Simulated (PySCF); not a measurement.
Basis-set dependence of population analyses: `C#C[C@H](F)C(F)F`

Compound: C4H3F3.
Geometry (PBE0-D3(BJ)/def2-SVP, Å), atoms numbered from 1 in this order:
```
atom  x, y, z in Å
C1     1.922    1.312   -0.149
C2     1.118    0.418   -0.268
C3     0.137   -0.651   -0.412
F4     0.076   -1.094   -1.706
C5    -1.267   -0.200   -0.016
F6    -2.099   -1.251   -0.098
F7    -1.249    0.233    1.257
H8     2.643    2.103   -0.040
H9     0.402   -1.501    0.243
H10   -1.636    0.606   -0.674
```

PBE0 throughout (PySCF), one geometry, spherical d and f functions. Geometry: PBE0-D3(BJ)/def2-SVP, one conformer, isolated molecule. The first 7 of 10 kinds of atom are listed.

Mulliken charges (e):

```tsv
basis	functions	C1	C2	C3	F4	C5	F6	F7
STO-3G	38	-0.123	-0.054	+0.013	-0.094	+0.158	-0.105	-0.106
6-31G	69	-0.427	+0.140	+0.038	-0.314	+0.436	-0.294	-0.297
pcSseg-0	69	-0.278	-0.106	+0.084	-0.359	+0.521	-0.347	-0.348
6-31G*	104	-0.478	+0.250	+0.040	-0.328	+0.505	-0.307	-0.307
cc-pVDZ	113	-0.367	+0.340	+0.080	-0.211	+0.398	-0.188	-0.190
def2-SVP	113	-0.395	+0.228	+0.229	-0.244	+0.433	-0.213	-0.216
aug-cc-pVDZ	188	+1.003	-0.453	+0.703	-0.519	+1.185	-0.444	-0.449
6-311+G(2d,p)	207	-1.152	+1.292	-0.245	-0.237	+0.356	-0.278	-0.255
def2-TZVP	235	-0.079	-0.092	+0.044	-0.189	+0.273	-0.172	-0.176
cc-pVTZ	252	-0.174	-0.052	+0.138	-0.196	+0.338	-0.167	-0.175
IGLO-III	275	-0.139	-0.030	+0.109	-0.233	+0.306	-0.220	-0.224
```

IAO charges (e):

```csv
basis,functions,C1,C2,C3,F4,C5,F6,F7
STO-3G,38,-0.146,-0.063,-0.017,-0.119,+0.184,-0.131,-0.133
6-31G,69,-0.177,-0.057,+0.109,-0.282,+0.389,-0.270,-0.274
pcSseg-0,69,-0.166,-0.060,+0.098,-0.275,+0.391,-0.265,-0.269
6-31G*,104,-0.180,-0.059,+0.139,-0.293,+0.447,-0.284,-0.287
cc-pVDZ,113,-0.188,-0.057,+0.137,-0.294,+0.444,-0.283,-0.286
def2-SVP,113,-0.178,-0.054,+0.137,-0.296,+0.447,-0.284,-0.288
aug-cc-pVDZ,188,-0.191,-0.054,+0.140,-0.306,+0.450,-0.292,-0.295
"6-311+G(2d,p)",207,-0.190,-0.053,+0.138,-0.307,+0.449,-0.293,-0.296
def2-TZVP,235,-0.192,-0.054,+0.141,-0.307,+0.456,-0.293,-0.296
cc-pVTZ,252,-0.193,-0.054,+0.141,-0.304,+0.455,-0.292,-0.295
IGLO-III,275,-0.192,-0.053,+0.139,-0.307,+0.452,-0.293,-0.296
```

Hirshfeld charges (e):

| basis | functions | C1 | C2 | C3 | F4 | C5 | F6 | F7 |
| --- | --- | --- | --- | --- | --- | --- | --- | --- |
| STO-3G | 38 | -0.085 | -0.079 | +0.100 | -0.067 | +0.160 | -0.073 | -0.074 |
| 6-31G | 69 | -0.080 | -0.062 | +0.078 | -0.112 | +0.151 | -0.102 | -0.103 |
| pcSseg-0 | 69 | -0.075 | -0.063 | +0.074 | -0.105 | +0.148 | -0.096 | -0.096 |
| 6-31G* | 104 | -0.089 | -0.061 | +0.073 | -0.102 | +0.145 | -0.094 | -0.093 |
| cc-pVDZ | 113 | -0.086 | -0.060 | +0.058 | -0.089 | +0.134 | -0.085 | -0.084 |
| def2-SVP | 113 | -0.082 | -0.056 | +0.061 | -0.097 | +0.140 | -0.090 | -0.089 |
| aug-cc-pVDZ | 188 | -0.079 | -0.057 | +0.051 | -0.099 | +0.136 | -0.094 | -0.091 |
| 6-311+G(2d,p) | 207 | -0.078 | -0.060 | +0.053 | -0.101 | +0.139 | -0.097 | -0.093 |
| def2-TZVP | 235 | -0.081 | -0.057 | +0.054 | -0.098 | +0.137 | -0.094 | -0.091 |
| cc-pVTZ | 252 | -0.083 | -0.056 | +0.054 | -0.095 | +0.136 | -0.091 | -0.088 |
| IGLO-III | 275 | -0.079 | -0.057 | +0.051 | -0.098 | +0.136 | -0.095 | -0.091 |

ESP-fitted charges (e):

```csv
basis,functions,C1,C2,C3,F4,C5,F6,F7
STO-3G,38,-0.280,-0.015,+0.041,-0.096,+0.261,-0.124,-0.128
6-31G,69,-0.400,+0.050,+0.080,-0.225,+0.432,-0.238,-0.252
pcSseg-0,69,-0.372,-0.032,+0.165,-0.246,+0.484,-0.259,-0.270
6-31G*,104,-0.407,+0.043,+0.053,-0.160,+0.210,-0.156,-0.158
cc-pVDZ,113,-0.396,+0.018,+0.078,-0.172,+0.264,-0.175,-0.178
def2-SVP,113,-0.384,+0.009,+0.096,-0.186,+0.279,-0.185,-0.189
aug-cc-pVDZ,188,-0.425,+0.057,+0.032,-0.175,+0.221,-0.174,-0.180
"6-311+G(2d,p)",207,-0.428,+0.050,+0.047,-0.181,+0.215,-0.175,-0.181
def2-TZVP,235,-0.436,+0.067,+0.018,-0.167,+0.208,-0.167,-0.173
cc-pVTZ,252,-0.434,+0.065,+0.023,-0.163,+0.203,-0.163,-0.168
IGLO-III,275,-0.425,+0.061,+0.021,-0.170,+0.194,-0.166,-0.172
```

Question: Which scheme is steadiest as the basis changes?

Answer: Largest range over the bases for any column: Hirshfeld 0.05 e, IAO 0.27 e, ESP-fitted 0.29 e, Mulliken 2.15 e. Hirshfeld charges move least and Mulliken charges most, counted in e. Without the minimal STO-3G basis the ranges are Hirshfeld 0.03, IAO 0.07, ESP-fitted 0.29, Mulliken 2.15 e.

Question: How much do the charges still move between the two largest bases, cc-pVTZ and IGLO-III?

Answer: At most, over all atoms: Mulliken 0.081 e, IAO 0.004 e, Hirshfeld 0.004 e, ESP-fitted 0.013 e.

Question: What do the same runs give for the total energy, the frontier levels and the dipole moment?

Answer: 
| basis | energy (Eh) | HOMO (eV) | LUMO (eV) | μ (D) |
| --- | --- | --- | --- | --- |
| STO-3G | -446.9952 | -5.04 | 4.08 | 0.67 |
| 6-31G | -453.0840 | -8.45 | 0.10 | 2.15 |
| pcSseg-0 | -452.1606 | -8.73 | -0.12 | 2.13 |
| 6-31G* | -453.1866 | -8.16 | 0.31 | 1.67 |
| cc-pVDZ | -453.2243 | -8.33 | 0.07 | 1.67 |
| def2-SVP | -452.8580 | -8.45 | -0.02 | 1.75 |
| aug-cc-pVDZ | -453.2626 | -8.55 | -0.44 | 1.82 |
| 6-311+G(2d,p) | -453.3478 | -8.58 | -0.46 | 1.86 |
| def2-TZVP | -453.3937 | -8.53 | -0.28 | 1.77 |
| cc-pVTZ | -453.3710 | -8.48 | -0.18 | 1.72 |
| IGLO-III | -453.4000 | -8.56 | -0.39 | 1.81 |

The dipole is fixed by the density alone, so its range of 1.48 D shows that the density itself changes with the basis, not only its division among atoms.
